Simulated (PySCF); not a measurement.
**Tl+: ionisation energy**

Tl+ [Xe] 4f14 5d10 6s2 (1S) → Tl(2+) [Xe] 4f14 5d10 6s1 (2S), as a difference of total energies. Calculation: PySCF 2.14, in def2-QZVPPD with the def2 core potential (60 electrons) (8s6p5d4f1g, 88 functions); scalar relativity through the core potential. Correlated levels: valence: 5s2 5p6 5d10 frozen; valence and next inner shell: nothing frozen outside the core potential. The calculations carry no spin-orbit coupling.

```tsv
method	ionisation energy (eV)	error (eV)
UHF	18.363	-2.065
LDA	20.974	+0.546
PBE	20.506	+0.078
PBE0	20.189	-0.239
r2SCAN	20.321	-0.107
r2SCANh	20.245	-0.183
M06-L	19.974	-0.454
PW91	20.593	+0.165
TPSSh	20.184	-0.244
MP2 (valence)	18.938	-1.490
SCS-MP2 (valence)	19.054	-1.374
MP2 (valence and next inner shell)	20.563	+0.135
SCS-MP2 (valence and next inner shell)	20.444	+0.016
```

Reference: 20.428 eV (measured; NIST Atomic Spectra Database, ionization energies).

Errors of the correlated levels include the incompleteness of this basis and the frozen core.
